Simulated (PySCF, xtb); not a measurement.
CH₃Be, SMILES [Be+][CH3], charge +1.

GFN2-xTB (xtb) at its own geometry gives an orbital gap of 3.33 eV.

Coordinates come from a B3LYP-D3(BJ)/def2-TZVPD optimisation. The spin state was assumed, not searched. The isomer is the one that the SMILES or the coordinates give; other isomers of the formula were not compared.

Question: What does PBE/def2-TZVPD in PySCF give? (Estimate from the structure and the level; the computed values follow.)

Answer: gap 3.46 eV (levels -14.19 and -10.73 eV).
